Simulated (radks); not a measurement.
Al V, 9 electrons, occupied as [He] 2s2 2p5.

All-electron calculation, Dirac Kohn-Sham, Wu-Cohen GGA, spin-unpolarised, spherical densities, point nucleus; open shells are shared between the two j in proportion to 2j + 1. Program: a radial shooting solver on a logarithmic mesh with Libxc functionals.

Energy parts (eV):
part                      energy
total                  -6423.747
kinetic                 6440.420
electron-nucleus      -14751.094
Hartree                 2332.511
exchange-correlation    -445.584

Orbitals (lengths in bohr, moments of r in powers of bohr):
orbital,occ.,eigenvalue (eV),<r^4>,<1/r>
1s1/2,2,-1589.292,0.0009816,12.63
2s1/2,2,-176.0728,0.3418,2.424
2p1/2,1.66667,-139.0075,0.3409,2.326
2p3/2,3.33333,-138.5145,0.3448,2.316
3s1/2,0,-47.9938,20.78,0.7757

The highest occupied level is 2p3/2 at -138.51 eV. Summed over all electrons, <r^2> = 2.907 bohr^2, which gives a Langevin (diamagnetic) susceptibility term of -2.3 x 10^-6 cm^3/mol. The density falls to 0.001 e/bohr^3 at r = 1.84 bohr. For comparison, the ionisation energy in NIST's Atomic Spectra Database is 153.83 eV (semi-empirical). In exact Kohn-Sham theory the highest level is minus the ionisation energy, but local and semilocal functionals leave it too shallow, through self-interaction and a potential that decays too fast; potentials with the right tail come closer.

Beside tabulated values, note that spin-unpolarised runs miss the spin-polarisation part of the exchange energy of open shells.
